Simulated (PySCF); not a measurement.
**Broadened absorption spectrum of C2H7As**

Compound: C2H7As.
Z-matrix (Å and degrees, PBE0-D3(BJ)/def2-SVP geometry), rows numbered from 1:
```
C 
C   1  1.5174
As  2  1.9787  1  116.43
H   1  1.1011  2  111.39  3   -59.81
H   1  1.1011  2  111.39  3    59.99
H   1  1.1028  2  111.32  3  -179.90
H   2  1.1023  1  111.21  3   121.02
H   2  1.1023  1  111.22  3  -121.06
H   3  1.5280  2   95.32  1   -46.09
H   3  1.5280  2   95.28  1    46.29
```

Level of theory: PySCF, TDDFT CAM-B3LYP/def2-SVPD, vertical, gas phase, core orbitals frozen in the response. Relativistic effects, spin–orbit coupling among them, are left out although an element past zinc is present.

Broadening: Gaussians 0.5 eV wide at half height, area fixed by f = 4.319×10⁻⁹ ∫ε dν̃. The width is an assumption, not a result. The curve ends short of the highest state used, and states not computed would add to its high-energy end.

(E (eV), ε (L mol⁻¹ cm⁻¹)): (5.53, 6), (5.58, 14), (5.63, 29), (5.68, 59), (5.74, 125), (5.79, 222), (5.84, 373), (5.89, 593), (5.94, 891), (5.99, 1266), (6.04, 1703), (6.09, 2168), (6.14, 2615), (6.19, 2989), (6.24, 3248), (6.29, 3368), (6.35, 3351), (6.40, 3269), (6.45, 3226), (6.50, 3333), (6.55, 3699), (6.60, 4403), (6.65, 5465), (6.70, 6836), (6.75, 8387), (6.80, 9925), (6.85, 11226), (6.90, 12079), (6.96, 12308), (7.01, 11787), (7.06, 10694), (7.11, 9190), (7.16, 7480), (7.21, 5767), (7.26, 4214), (7.31, 2924), (7.36, 1936), (7.41, 1237), (7.46, 787), (7.51, 532), (7.57, 408), (7.62, 412), (7.67, 483), (7.72, 613), (7.77, 803), (7.82, 1068), (7.87, 1427), (7.92, 1902), (7.97, 2500), (8.02, 3208), (8.07, 3986), (8.12, 4766), (8.18, 5589), (8.23, 6089), (8.28, 6365), (8.33, 6411)

(1) Where are the band maxima, and which computed states make them?

(2) Coming from long wavelengths, where does ε first pass 100 L mol⁻¹ cm⁻¹?

(3) On this curve, what absorbance would a 10⁻⁵ mol/L sample give at 193 nm over a 1 cm path?

## Answers

(1) 196 nm (6.31 eV), ε about 3400, made up of S1 (95%) (hardly more than a shoulder); 179 nm (6.95 eV), ε about 12000, made up of S2 (29%) and S3 (71%); 149 nm (8.31 eV), ε about 6400, made up of S5 (86%) (ε in L mol⁻¹ cm⁻¹; maxima over ε = 5, shares over 10%). The states used: S1 6.28 eV (f 0.060); S2 6.90 eV (f 0.068); S3 6.96 eV (f 0.162); S4 7.84 eV (f 0.0086); S5 8.27 eV (f 0.104); S6 8.33 eV (f 0.0027); S7 8.46 eV (f 0.0010); S8 8.66 eV (f 0.044); S9 8.75 eV (f 0.0024); S10 8.93 eV (f 0.062).

(2) At about 217 nm (5.72 eV), 0.56 eV below S1.

(3) 193 nm is 6.424 eV, where ε is about 3200 L mol⁻¹ cm⁻¹, so A = ε c l ≈ 0.032 (Beer–Lambert, with the gas-phase spectrum and the assumed width).

The vertical ionisation energy (ΔSCF) is 9.47 eV, 0.54 eV above S10.

The run took 31 s on one thread, Arm Neoverse V1, on a shared host.

One conformer stands for the species.
